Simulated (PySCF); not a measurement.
Compound: C9H16.
Numbering: `[CH2:1]1[CH2:2][CH2:3][C@@H:4]2[CH2:5][CH2:6][CH2:7][C@H:8]2[CH2:9]1` (hydrogens: H10, H11 on C1; H12, H13 on C2; H14, H15 on C3; H16 on C4; H17, H18 on C5; H19, H20 on C6; H21, H22 on C7; H23 on C8; H24, H25 on C9)

Computed geometry: GFN2-xTB, gas phase.

(1) Give the optimised bond lengths and angles.

## Answers

(1) 
```json
{"bond": "C1–C2", "length (Å)": "1.530"}
{"bond": "C3–C4, C8–C9", "length (Å)": "1.520"}
{"bond": "C4–C5, C7–C8", "length (Å)": "1.527"}
{"bond": "C5–C6, C6–C7", "length (Å)": "1.543"}
{"bond": "C1–C9, C2–C3", "length (Å)": "1.530"}
{"bond": "C4–C8", "length (Å)": "1.528"}
{"bond": "C1–H10, C2–H13", "length (Å)": "1.093"}
{"bond": "C1–H11, C2–H12", "length (Å)": "1.092"}
{"bond": "C3–H14, C9–H24", "length (Å)": "1.093"}
{"bond": "C3–H15, C9–H25", "length (Å)": "1.092"}
{"bond": "C4–H16, C8–H23", "length (Å)": "1.096"}
{"bond": "C5–H17, C7–H22", "length (Å)": "1.091"}
{"bond": "C5–H18, C7–H21", "length (Å)": "1.089"}
{"bond": "C6–H19, C6–H20", "length (Å)": "1.090"}
```

Bonds in one row agree within 0.01 Å and their mean is given. A selection of angles:
```json
{"angle": "C2–C1–C9", "degrees": "111.7"}
{"angle": "C2–C3–C4", "degrees": "108.6"}
{"angle": "C3–C4–C5", "degrees": "117.8"}
{"angle": "C3–C4–C8", "degrees": "110.4"}
{"angle": "C5–C4–C8", "degrees": "102.5"}
{"angle": "C4–C5–C6", "degrees": "104.2"}
{"angle": "C5–C6–C7", "degrees": "106.4"}
```

Dihedral angles: C9–C1–C2–C3 56° (synclinal); C1–C2–C3–C4 -56° (synclinal); C2–C3–C4–C5 176° (antiperiplanar); C3–C4–C5–C6 -158° (antiperiplanar); C4–C5–C6–C7 14° (synperiplanar); C5–C6–C7–C8 14° (synperiplanar); C6–C7–C8–C9 -158° (antiperiplanar); C7–C8–C9–C1 176° (antiperiplanar); C2–C1–C9–C8 -56° (synclinal); C3–C4–C8–C7 172° (antiperiplanar).

The 10 C–C bonds span 1.520 Å (C8–C9, drawn single) to 1.543 Å (C6–C7, drawn single), a spread of 0.023 Å. The 5-membered ring C4–C5–C6–C7–C8 has internal angles of 102.4° to 106.4° (sum 520°, against 540° for a flat polygon); it is puckered, 0.20 Å rms from its mean plane, widest ring torsion 45°. Of the pairs four or more bonds apart, H14···H23 is among the closest relative to their van der Waals radii: 2.48 Å, 103 % of the sum of Bondi's values. The 6-membered ring C1–C2–C3–C4–C8–C9 has internal angles of 108.6° to 111.7° (sum 661°, against 720° for a flat polygon); it is puckered, 0.24 Å rms from its mean plane, widest ring torsion 62°.

Point group: C2 (tolerance 0.08 Å). No frequency check. One conformer, not necessarily the lowest.
